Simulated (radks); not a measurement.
The numbers below are computed, except where a source is named.
Problem. Ionisation of the chlorine ion Cl+, [Ne] 3s2 3p4, to Cl2+, [Ne] 3s2 3p3, under several functionals. Non-relativistic Kohn-Sham, spin-unpolarised, spherical densities, point nucleus; a radial shooting solver on a logarithmic mesh with Libxc functionals. The NIST Atomic Spectra Database gives 23.814 eV (measured). Rank these functionals by the error of their Delta-SCF ionisation energy: PBE; exchange-only PBE; Tao-Mo meta-GGA; TPSS; PBEsol; BP86; revPBE; TASK exchange with Perdew-Wang LDA correlation.

Solution. From best to worst: exchange-only PBE 24.403 eV (+0.589); PBEsol 25.410 eV (+1.596); revPBE 25.436 eV (+1.622); Tao-Mo meta-GGA 25.442 eV (+1.628); PBE 25.459 eV (+1.645); BP86 25.545 eV (+1.731); TPSS 25.554 eV (+1.740); TASK exchange with Perdew-Wang LDA correlation 26.095 eV (+2.281). Spin polarisation and multiplet splitting are left out, so open shells lie too high by an amount that depends on their filling.

Beside tabulated values, note that spin-unpolarised runs miss the spin-polarisation part of the exchange energy of open shells.
